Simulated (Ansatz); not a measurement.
An input meant for CrO2 (charge 0, singlet).

```yaml
crystal:
  periodic: [false, false, false]
  atoms:
    - {symbol: Cr, position_ang: [0.075227, 0.212602, 0.528560]}
    - {symbol: O, position_ang: [1.185810, 0.298858, -0.601368]}
    - {symbol: O, position_ang: [-1.261037, -0.511460, 0.072818]}
basis:
  gaussian: {orbitals: 6-31G, nuclear_model: gaussian}
hamiltonian: {xc: {name: wB97X-V}}
outputs: {forces: true}
output: {forces: true}
```

```sh
$ ansatz run in.yaml --threads 4 --pin off --events-out ev --progress --plain --max-ram 3916MiB
```

Output, abridged:

```
Error: YAML parse error: error: line 10 column 1: unknown field `outputs`, expected one of crystal, accuracy, basis, kpoints, hamiltonian, magnetization, projection, total_charge, correlation, batch, efield, external_charges, scf, relax, neb, saddle, md, ramp, phonons, dielectric, real_time, elastic, magnetic_configurations, gw, evaluate, workflow, output, checkpoint, execution
 8 |   gaussian: {orbitals: 6-31G, nuclear_model: gaussian}
 9 | hamiltonian: {xc: {name: wB97X-V}}
10 | outputs: {forces: true}
11 | output: {forces: true}
```

(1) Something in this input is off. What?

Answers

(1) The input holds a key that doesn't belong there. The program refused the input.
